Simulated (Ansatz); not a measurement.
`[NH2][Nb](=[O])([F])[Cl]` + H₂O → `[NH2][Nb](=[O])([OH])[F]` + HCl  (formal hydrolysis of the Nb–Cl bond)

Isolated molecules relaxed with PBE0-D4/def2-TZVP in Ansatz; ΔE leaves out vibrations. CCSD(T)/CBS is the MP2 limit (def2-TZVPP, def2-QZVPP) plus CCSD(T) − MP2 in def2-TZVPP, frozen cores. This one scheme is used for every species. Functionals use def2-TZVPP. B3LYP here is the variant with VWN-RPA as its local correlation; programs differ in this. HSE06 is defined as in plane-wave codes. def2 core potentials past Kr. For Nb outer-core shells are correlated without core-valence functions, which leaves a few kJ/mol of doubt a bond. One conformer a species, not always the lowest.

`[NH2][Nb](=[O])([F])[Cl]`:

```xyz
7

N    -0.911    0.622    0.504
Nb    0.486   -0.399   -0.383
O    -0.191   -1.929   -0.576
F     0.896    0.358   -2.046
Cl    2.358   -0.502    0.959
H    -0.828    1.598    0.759
H    -1.809    0.253    0.782
```

H₂O:

```xyz
3

O     0.044   -0.196    0.334
H    -0.760    0.200   -0.009
H     0.716   -0.005   -0.325
```

`[NH2][Nb](=[O])([OH])[F]`:

Z-matrix (Å, degrees):
```
Nb
O 1 1.692
O 1 1.897 2 111.3
N 1 1.962 2 105.0 3 119.0
F 1 1.883 2 110.6 3 -121.5
H 3 0.958 1 130.8 2 1.2
H 4 1.009 1 124.7 2 3.4
H 4 1.011 1 124.7 2 -173.5
```

HCl:

Z-matrix (Å, degrees):
```
Cl
H 1 1.279
```

Is it downhill or uphill in electronic energy at CCSD(T)/CBS, and by how much? (Estimate.)

Computed: Uphill: ΔE = +34.5 kJ/mol.

What do these levels give: PBE-D4, B3LYP-D4, HSE06-D4, CAM-B3LYP-D4, ωB97M-V, PBE-QIDH, revPBE, BLYP, MP2/def2-SVP, CCSD(T)/def2-SVP, HF/CBS(def2), MP2/CBS(def2)? (Estimate.)

Computed: PBE-D4 30.4, B3LYP-D4 28.2, HSE06-D4 33.5, CAM-B3LYP-D4 22.5, ωB97M-V 27.4, PBE-QIDH 36.1, revPBE 30.2, BLYP 23.8, MP2/def2-SVP 27.2, CCSD(T)/def2-SVP 19.9, HF/CBS(def2) 29.0, MP2/CBS(def2) 44.3 kJ/mol.

What do rigid-rotor, harmonic-oscillator terms from PBE0-D4/def2-TZVP frequencies (298.15 K, 1 bar) make of the CCSD(T)/CBS value? (Estimate.)

Computed: ΔZPE = -7.9 kJ/mol, ΔH = +26.2 kJ/mol, ΔS = -6 J/(mol·K), ΔG = +27.9 kJ/mol.

Largest T1 diagnostic among the species: 0.022, so the coupled-cluster value is less sure than usual.

From BLYP to BHLYP (50 % exact exchange), in def2-TZVPP and without D4, ΔE moves by +3.6 kJ/mol. Leaving LDA and LC-ωPBE aside and taking each functional with its dispersion term where it has one, the values spread over 13.6 kJ/mol, from CAM-B3LYP-D4 to PBE-QIDH. LDA lies −4.3 kJ/mol from PBE without D4.
